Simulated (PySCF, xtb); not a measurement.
C₂H₄N, SMILES [CH2]N=C, multiplicity 2.

Harmonic wavenumbers (cm⁻¹) from GFN2-xTB (xtb 6.7.1) at its own minimum, in rising order: 335, 500, 666, 747, 779, 1047, 1102, 1247, 1396, 1454, 1609, 2967, 2978, 3106, 3108.

Question: What does PBE0-D3(BJ)/def2-TZVP (PySCF 2.14.0) give at its own minimum? (An estimate is asked for; the answer gives what the named calculation found.)

Answer: 369, 469, 589, 855, 879, 1108, 1180, 1288, 1314, 1491, 1549, 3045, 3056, 3215, 3217. Paired by order, the mean absolute difference is 72 cm⁻¹ and the zero-point energies are 32.9 and 33.8 kcal/mol.
